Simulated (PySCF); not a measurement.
Stepwise substitution at one centre (Ge Cl-SH). All species are isolated molecules in the gas phase. One relaxed conformer stands for each flexible species; it need not be the lowest. Strings in code marks are SMILES.

The S1 excitation (TDA) from two functionals at the same geometries (PBE0-D3(BJ)/def2-TZVP), both in PySCF: PBE-D3(BJ)/def2-TZVP and PBE0-D3(BJ)/def2-TZVP. Excitations are Tamm–Dancoff values on a coarser integration grid. The basis has no diffuse functions, so Rydberg states are missing or too high.

```
species                                                PBE-D3(BJ)/def2-TZVP (eV)
-----------------------------------------------------  -------------------------
0 of 4 Cl replaced by SH (`[Cl][Ge]([Cl])([Cl])[Cl]`)                       5.15
1 of 4 Cl replaced by SH (`[Cl][Ge]([SH])([Cl])[Cl]`)                       4.29
2 of 4 Cl replaced by SH                                                    4.33
3 of 4 Cl replaced by SH                                                    4.20
4 of 4 Cl replaced by SH                                                    3.92
```

### Question
What does PBE0-D3(BJ)/def2-TZVP give for each?

### Answer

- 0 of 4 Cl replaced by SH (`[Cl][Ge]([Cl])([Cl])[Cl]`): 6.03
- 1 of 4 Cl replaced by SH (`[Cl][Ge]([SH])([Cl])[Cl]`): 4.97
- 2 of 4 Cl replaced by SH: 5.02
- 3 of 4 Cl replaced by SH: 4.89
- 4 of 4 Cl replaced by SH: 4.63
Over these rows, drawn at random from the members with no instability flagged (it was tested for open shells, ions and some series alone), PBE minus PBE0-D3(BJ): mean -0.73 eV, from -0.87 eV to -0.68 eV.
